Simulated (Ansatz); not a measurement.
Reaction (redistribution): `O[AsH][GeH3]` + `ClB1C[SiH2]1` → `O[AsH2]` + `ClB1C[SiH]1[GeH3]`

Computed with Ansatz on PBE0-D4/def2-TZVP structures; ΔE is electronic, products minus reactants. CCSD(T)/CBS is the MP2 limit (def2-TZVPP, def2-QZVPP) plus CCSD(T) − MP2 in def2-TZVPP, frozen cores. DFT in def2-TZVPP. B3LYP here is the variant with VWN-RPA as its local correlation; programs differ in this. For As, Ge outer-core shells are correlated without core-valence functions, which leaves a few kJ/mol of doubt a bond. Scalar relativity is left out up to krypton. One conformer a species, not always the lowest.

| level | ΔE (kJ/mol) | difference from CCSD(T)/CBS |
| --- | --- | --- |
| r2SCAN-D4 | 4.9 | 0.8 |
| B3LYP-D4 | 9.1 | 5.0 |
| B2PLYP | 8.7 | 4.6 |
| PBE | 5.2 | 1.1 |
| r2SCAN | 5.5 | 1.4 |
| MP2/def2-TZVPP | 6.1 | 2.0 |
| CCSD/def2-TZVPP | 5.0 | 0.9 |
| CCSD(T)/def2-TZVPP | 3.9 | -0.2 |
| SCS-MP2/def2-QZVPP | 6.7 | 2.6 |
| MP2/CBS(def2) | 6.3 | 2.2 |
| CCSD(T)/CBS | 4.1 | 0 |

Largest T1 diagnostic among the species: 0.013.

In def2-TZVPP, CCSD(T) changes the Hartree–Fock value by −7.1 kJ/mol (the triples alone add −1.0 kJ/mol) and MP2 by −4.9 kJ/mol.
